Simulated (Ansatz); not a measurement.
Consider the formal exchange of groups at a Ge–O bond: `[NH2][GeH2][O][GeH2][NH2]` + `C=O` → `[NH2][GeH2][CH]=O` + `[NH2][GeH2][OH]`.

Isolated molecules relaxed with PBE0-D4/def2-TZVP in Ansatz; ΔE leaves out vibrations. CCSD(T)/CBS is the MP2 limit (def2-TZVPP, def2-QZVPP) plus CCSD(T) − MP2 in def2-TZVPP, frozen cores. This one scheme is used for every species. Functionals use def2-TZVPP. For Ge outer-core shells are correlated without core-valence functions, which leaves a few kJ/mol of doubt a bond. Scalar relativity is left out up to krypton. One conformer a species, not always the lowest.

```json
{"level": "PBE0-D4", "ΔE (kJ/mol)": "77.0"}
{"level": "ωB97X-V", "ΔE (kJ/mol)": "85.4"}
{"level": "r2SCAN", "ΔE (kJ/mol)": "78.0"}
{"level": "MP2/def2-TZVPP", "ΔE (kJ/mol)": "93.4"}
{"level": "SCS-MP2/def2-TZVPP", "ΔE (kJ/mol)": "94.4"}
{"level": "HF/def2-QZVPP", "ΔE (kJ/mol)": "94.8"}
{"level": "SCS-MP2/def2-QZVPP", "ΔE (kJ/mol)": "91.8"}
{"level": "MP2/CBS(def2)", "ΔE (kJ/mol)": "89.2"}
```

(1) What does CCSD(T)/CBS give? (Best estimate.)

Largest T1 diagnostic among the species: 0.015.

Answers

(1) Ansatz gave: +85.4 kJ/mol. The listed levels differ from it by -8.4, 0.0, -7.4, 8.0, 9.0, 9.4, 6.4, 3.8 kJ/mol.

From PBE to PBE0 (25 % exact exchange), in def2-TZVPP and without D4, ΔE moves by +7.1 kJ/mol. The D4 term adds +9.8 kJ/mol with B3LYP and +5.7 kJ/mol with PBE0; it sums over pairs of atoms, weighted by their polarisabilities, and B3LYP, whose exchange is more repulsive, gets the larger term.

B3LYP here is the variant with VWN-RPA as its local correlation; programs differ in this.
